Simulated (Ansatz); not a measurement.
Task: Name a neutral molecule of C, Se, Si and H with size of the dipole moment (PBE/def2-TZVPP) between 2.20 and 2.50 D and HOMO energy (B3LYP/def2-TZVPP) between -6.30 and -6.00 eV (Ansatz, PBE0-D4/def2-TZVP geometry).

Result: `C[SiH]1C[Se]1` (2.24 D, -6.18 eV). Other molecules can fit too; these were computed, each in one conformer that needn't be the lowest.

B3LYP here is the variant with VWN-RPA as its local correlation; programs differ in this.
